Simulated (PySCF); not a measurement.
# Löwdin shares of the frontier orbitals

Compound: C4H16BNOSi.
Cartesian coordinates in Å at the PBE0-D3(BJ)/def2-SVP level; atoms count from 1:
```
atom  x, y, z in Å
B1     3.539   -0.578    0.174
N2     2.041   -0.783   -0.421
C3     1.258    0.454   -0.525
O4    -0.005    0.203   -1.023
Si5   -1.430    0.231   -0.099
C6    -1.700    1.967    0.545
C7    -2.766   -0.298   -1.283
C8    -1.234   -0.978    1.324
H9     4.100    0.205   -0.585
H10    3.387   -0.122    1.304
H11    4.050   -1.691    0.176
H12    2.092   -1.216   -1.345
H13    1.537   -1.447    0.171
H14    1.816    1.123   -1.198
H15    1.263    0.909    0.481
H16   -2.634    2.026    1.126
H17   -0.880    2.291    1.204
H18   -1.773    2.685   -0.287
H19   -3.748   -0.317   -0.785
H20   -2.829    0.396   -2.135
H21   -2.565   -1.305   -1.679
H22   -0.383   -0.711    1.972
H23   -2.133   -0.982    1.959
H24   -1.083   -2.007    0.959
```

Computed, not measured: PySCF, TDDFT PBE0/def2-SVPD, vertical, gas phase, core orbitals frozen in the response.

Kohn–Sham orbitals with the atoms that hold most of them (Löwdin shares over 4%, at most four atoms; ? is withheld):

```tsv
orbital	ε (eV)	atoms
HOMO-3	-8.89	O4 23%, C7 20%, Si5 15%, C6 12%
HOMO-2	-8.50	O4 33%, C8 15%, C6 14%, Si5 12%
HOMO-1	-7.66	B1 41%, H11 28%, H9 14%, N2 6%
HOMO	-7.64	B1 42%, H10 26%, H9 18%, N2 6%
LUMO	-0.05	?
LUMO+1	0.59	C6 10%, B1 10%, H12 10%, H13 8%
LUMO+2	0.95	C7 12%, O4 9%, H17 8%, H15 8%
```

(1) Give the leading atoms of the LUMO.

(2) The HOMO–LUMO gap is 7.59 eV. Where does the response calculation put the lowest singlet, and from which orbitals?

Results:

(1) Si5 (bonded to 3 C and O) 12%; C8 (bonded to Si and 3 H) 10%; B1 (bonded to N and 3 H) 8%; H13 (bonded to N) 7%.

(2) S1 is at 6.63 eV (f = 0.015), 0.97 eV below the gap, made of HOMO→LUMO (73%), HOMO-1→LUMO (13%), HOMO→LUMO+1 (10%). Without the coupling terms of the response equations the lowest excitation would equal the gap.

Next come S2 at 6.66 eV (f 0.0089), HOMO-1→LUMO (71%), HOMO→LUMO (13%), HOMO-1→LUMO+1 (12%); S3 at 7.37 eV (f 0.042), HOMO-2→LUMO (60%), HOMO-1→LUMO+1 (17%), HOMO→LUMO+1 (15%); S4 at 7.42 eV (f 0.0098), HOMO→LUMO+1 (65%), HOMO-1→LUMO+1 (10%), HOMO→LUMO (9%); S5 at 7.46 eV (f 0.0049), HOMO-1→LUMO+1 (51%), HOMO-2→LUMO (30%), HOMO-1→LUMO (10%).

One conformer stands for the species.
